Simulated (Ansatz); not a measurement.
Start from `CB(Cl)CN` and change one atom or group to get `CB(C)Cl`.

Ansatz, PBE0-D4/def2-TZVP geometries, multiplicity 1. Each molecule was computed in one conformer, which needn't be the lowest.

```csv
property,`CB(Cl)CN`
size of the dipole moment (PBE/def2-TZVPP) / D,1.78
LUMO energy (B3LYP/def2-TZVPP) / eV,-0.89
HOMO energy (ωB97M-V/def2-TZVPP) / eV,-9.26
size of the dipole moment (ωB97M-V/def2-TZVPP) / D,1.87
LUMO energy (ωB97M-V/def2-TZVPP) / eV,1.37
HOMO–LUMO gap (PBE0/def2-TZVPP) / eV,6.17
```

(1) What does the change do to each property? (An estimate is asked.)

## Answers

(1) The calculation gave: 
| property | `CB(C)Cl` | shift |
| --- | --- | --- |
| size of the dipole moment (PBE/def2-TZVPP) / D | 1.50 | -0.28 |
| LUMO energy (B3LYP/def2-TZVPP) / eV | -0.88 | 0.01 |
| HOMO energy (ωB97M-V/def2-TZVPP) / eV | -10.57 | -1.31 |
| size of the dipole moment (ωB97M-V/def2-TZVPP) / D | 1.56 | -0.31 |
| LUMO energy (ωB97M-V/def2-TZVPP) / eV | 1.39 | 0.02 |
| HOMO–LUMO gap (PBE0/def2-TZVPP) / eV | 7.61 | 1.44 |

Dipoles are sizes alone; their direction can turn.

B3LYP here is the variant with VWN-RPA as its local correlation; programs differ in this.
